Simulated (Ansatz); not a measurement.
Coupled-cluster diagnostics for Ga(AsH3)H3 (GaAsH₆), Ansatz.

Geometry of the singlet (B3LYP-D4/def2-TZVP):

Cartesian coordinates in Å:
```
Ga 0.074 1.546 0.341
As -0.050 -1.094 -0.238
H 1.192 -1.958 -0.194
H -0.527 -1.552 -1.599
H -0.931 -2.021 0.571
H 1.192 1.880 -0.716
H 0.480 1.356 1.851
H -1.430 1.844 -0.016
```

Correlated methods freeze 18 core orbitals; core or outer-core shells of Ga, As are correlated, in sets that lack core-valence functions.

**Question.** Estimate the CCSD(T) correlation energy, the shares of MP2 and (T), T1 and the reference's ⟨S²⟩ for: charge 0, singlet, own geometry in def2-TZVPP; and the rough time on 4 threads of Intel Xeon 6975P-C on a shared host.

**Answer.** 
```tsv
state	basis	correlation (eV)	MP2 share (%)	(T) share (%)	T1	⟨S²⟩ (pure)	wall time
charge 0, singlet, own geometry	def2-TZVPP	-16.014	92.0	3.3	0.012	0.00 (0.00)	12 s
```
Customary marks for T1 are 0.02 (closed shells), 0.045 (open shells) and about 0.05 (3d metals). T1 stays under 0.02 throughout.
